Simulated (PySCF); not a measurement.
Ligands exchanged one at a time, In NH2-H. Isolated molecules, 0 K electronic values unless said otherwise. One relaxed conformer stands for each flexible species; it need not be the lowest. Strings in code marks are SMILES.

Computed with CAM-B3LYP-D3(BJ)/def2-TZVP run with PySCF 2.14.0. Excitations are Tamm–Dancoff values on a coarser integration grid. The basis has no diffuse functions, so Rydberg states are missing or too high.

```json
[
 {"species": "0 of 3 NH2 replaced by H (`[NH2][In]([NH2])[NH2]`)", "S1 excitation (TDA) (eV)": "5.03", "S1 oscillator strength": "0.019"},
 {"species": "1 of 3 NH2 replaced by H (`[NH2][InH][NH2]`)", "S1 excitation (TDA) (eV)": "5.22", "S1 oscillator strength": "0.002"},
 {"species": "2 of 3 NH2 replaced by H", "S1 excitation (TDA) (eV)": "5.51", "S1 oscillator strength": "0.088"},
 {"species": "3 of 3 NH2 replaced by H (`[InH3]`)", "S1 excitation (TDA) (eV)": "–", "S1 oscillator strength": "–"}
]
```
